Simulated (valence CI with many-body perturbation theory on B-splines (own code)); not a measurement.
Forbidden lines of Ga XI

Level of theory: valence CI with perturbative core correlation (CI+MBPT): three valence electrons over a frozen Dirac-Fock core [Ar], radial functions for each j: 7 s, 7 p, 8 d, 6 f, 4 g, 1 h, with the one-electron correlation potential Σ1, the two-electron term Σ2, the three-electron term Σ3, Breit, model QED; selected CI, second order for the rest, scaled by the run's own slope (own B-spline code, finite nucleus).

No measured spectrum was set against this ion. As an estimate, terms of the open shell hold to 2 to 4 % of their energy, and close levels can change places. Excitations out of the core, of the other parity, are not computed and may begin above about 60.9 eV (a cautious bound); beyond it only levels of the ground parity were kept, without lifetimes. Only levels of the ground parity were solved; by the run's estimate the other parity begins above the list, which can be wrong where configurations are misplaced.

Lines 1 to 50 of 120 in falling wavelength, among levels below 60.90 eV, chosen from the decays that carry over 1 % of a level's rate. Wavelengths and rates use the calculated energies, so an error of 2000 cm⁻¹ moves a line at 12150 Å by 24 % and its rate by three times that or more. Electric multipoles are in the length gauge, E1 and E2 with the static RPA response of the core. S is in atomic units (e²a₀⁴ for E2 and M2, e²a₀⁶ for E3), for M1 in squared Bohr magnetons. Weak lines are less certain than strong ones. Lines between different terms over intervals too small for the method are left out, as are lines whose strength nearly cancels. Intervals below about 2000 cm⁻¹, as at the head of this list, are uncertain by tens of per cent.

Names give the largest LS component (configuration and term), which can be under half, so a name can repeat, a term be missing and a line seem to break the LS rules; names also repeat where a configuration has a term twice. Letters in brackets count levels of one name in rising energy.

| λ vac (Å) | Upper | Lower | Type | A (s⁻¹) | S (a.u.) |
| --- | --- | --- | --- | --- | --- |
| 48870 | 3d³ ⁴F_5/2 | 3d³ ⁴F_3/2 | M1 | 3.68e-01 | 9.56e+00 |
| 39220 | 3d³ ⁴F_7/2 | 3d³ ⁴F_5/2 | M1 | 7.16e-01 | 1.28e+01 |
| 34890 | 3d³ ⁴F_9/2 | 3d³ ⁴F_7/2 | M1 | 6.32e-01 | 9.96e+00 |
| 31360 | 3d³ ⁴P_5/2 | 3d³ ⁴P_3/2 | M1 | 4.71e-01 | 3.23e+00 |
| 15470 | 3d³ ²D_5/2 [a] | 3d³ ²D_3/2 [a] | M1 | 1.73e+00 | 1.43e+00 |
| 15080 | 3d³ ²P_3/2 | 3d³ ²P_1/2 | M1 | 1.53e+00 | 7.80e-01 |
| 12150 | 3d³ ²P_3/2 | 3d³ ²D_3/2 [a] | M1 | 4.46e+00 | 1.19e+00 |
| 11770 | 3d³ ²D_3/2 [a] | 3d³ ⁴P_5/2 | M1 | 9.13e-01 | 2.21e-01 |
| 8973 | 3d³ ²H_9/2 | 3d³ ²G_9/2 | M1 | 4.08e+00 | 1.09e+00 |
| 8557 | 3d³ ²D_3/2 [a] | 3d³ ⁴P_3/2 | M1 | 4.70e+00 | 4.37e-01 |
| 8429 | 3d³ ²D_3/2 [a] | 3d³ ⁴P_1/2 | M1 | 1.87e+00 | 1.66e-01 |
| 8266 | 3d³ ²H_11/2 | 3d³ ²G_9/2 | M1 | 2.60e+00 | 6.54e-01 |
| 7614 | 3d³ ²H_9/2 | 3d³ ²G_7/2 | M1 | 3.27e+00 | 5.34e-01 |
| 7429 | 3d³ ²P_1/2 | 3d³ ⁴P_1/2 | M1 | 8.30e+00 | 2.52e-01 |
| 6684 | 3d³ ²D_5/2 [a] | 3d³ ⁴P_5/2 | M1 | 1.24e+00 | 8.21e-02 |
| 5978 | 3d³ ²P_3/2 | 3d³ ⁴P_5/2 | M1 | 4.68e+00 | 1.48e-01 |
| 4977 | 3d³ ²P_3/2 | 3d³ ⁴P_1/2 | M1 | 4.21e-01 | 7.69e-03 |
| 3928 | 3d³ ²F_7/2 | 3d³ ²D_5/2 [a] | M1 | 1.77e-01 | 3.18e-03 |
| 3771 | 3d³ ²G_7/2 | 3d³ ⁴F_9/2 | M1 | 1.90e-01 | 3.03e-03 |
| 3755 | 3d³ ²F_5/2 | 3d³ ²D_5/2 [a] | M1 | 5.20e-01 | 6.12e-03 |
| 3752 | 3d³ ⁴P_3/2 | 3d³ ⁴F_7/2 | E2 | 4.46e-02 | 1.18e-01 |
| 3707 | 3d³ ⁴P_5/2 | 3d³ ⁴F_9/2 | E2 | 7.23e-02 | 2.71e-01 |
| 3508 | 3d³ ²G_9/2 | 3d³ ⁴F_9/2 | M1 | 1.10e+01 | 1.76e-01 |
| 3459 | 3d³ ²F_5/2 | 3d³ ²H_9/2 | E2 | 1.15e-01 | 3.05e-01 |
| 3445 | 3d³ ⁴P_1/2 | 3d³ ⁴F_5/2 | E2 | 5.55e-02 | 4.81e-02 |
| 3424 | 3d³ ⁴P_3/2 | 3d³ ⁴F_5/2 | M1 | 3.43e-01 | 2.04e-03 |
| 3424 | 3d³ ⁴P_3/2 | 3d³ ⁴F_5/2 | E2 | 5.21e-02 | 8.76e-02 |
| 3403 | 3d³ ²G_7/2 | 3d³ ⁴F_7/2 | M1 | 5.11e+00 | 5.98e-02 |
| 3351 | 3d³ ⁴P_5/2 | 3d³ ⁴F_7/2 | M1 | 1.70e-01 | 1.42e-03 |
| 3351 | 3d³ ⁴P_5/2 | 3d³ ⁴F_7/2 | E2 | 3.85e-02 | 8.71e-02 |
| 3218 | 3d³ ⁴P_1/2 | 3d³ ⁴F_3/2 | E2 | 1.22e-01 | 7.52e-02 |
| 3218 | 3d³ ⁴P_1/2 | 3d³ ⁴F_3/2 | M1 | 4.13e-02 | 1.02e-04 |
| 3200 | 3d³ ⁴P_3/2 | 3d³ ⁴F_3/2 | M1 | 6.01e-01 | 2.92e-03 |
| 3200 | 3d³ ⁴P_3/2 | 3d³ ⁴F_3/2 | E2 | 2.48e-02 | 2.97e-02 |
| 3187 | 3d³ ²G_9/2 | 3d³ ⁴F_7/2 | M1 | 5.12e+00 | 6.14e-02 |
| 3131 | 3d³ ²G_7/2 | 3d³ ⁴F_5/2 | M1 | 5.56e+00 | 5.07e-02 |
| 3087 | 3d³ ⁴P_5/2 | 3d³ ⁴F_5/2 | M1 | 9.37e-02 | 6.13e-04 |
| 3087 | 3d³ ⁴P_5/2 | 3d³ ⁴F_5/2 | E2 | 1.28e-02 | 1.92e-02 |
| 3022 | 3d³ ²F_5/2 | 3d³ ²D_3/2 [a] | M1 | 1.72e-01 | 1.05e-03 |
| 2904 | 3d³ ⁴P_5/2 | 3d³ ⁴F_3/2 | M1 | 1.21e-02 | 6.61e-05 |
| 2572 | 3d³ ²F_7/2 | 3d³ ²G_9/2 | M1 | 1.76e+00 | 8.90e-03 |
| 2572 | 3d³ ²F_7/2 | 3d³ ²G_9/2 | E2 | 1.97e-01 | 1.58e-01 |
| 2522 | 3d³ ²H_9/2 | 3d³ ⁴F_9/2 | M1 | 8.93e-01 | 5.31e-03 |
| 2472 | 3d³ ²D_5/2 [b] | 3d³ ²F_5/2 | M1 | 1.23e+01 | 4.13e-02 |
| 2463 | 3d³ ²H_11/2 | 3d³ ⁴F_9/2 | M1 | 1.10e-01 | 7.29e-04 |
| 2446 | 3d³ ²F_7/2 | 3d³ ²G_7/2 | M1 | 5.04e+00 | 2.19e-02 |
| 2446 | 3d³ ²D_3/2 [a] | 3d³ ⁴F_5/2 | M1 | 1.43e+01 | 3.10e-02 |
| 2409 | 3d³ ²D_3/2 [b] | 3d³ ²F_5/2 | M1 | 8.03e+00 | 1.66e-02 |
| 2409 | 3d³ ²D_3/2 [b] | 3d³ ²F_5/2 | E2 | 8.85e-01 | 2.56e-01 |
| 2404 | 3d³ ²F_5/2 | 3d³ ⁴P_5/2 | M1 | 3.15e-01 | 9.74e-04 |
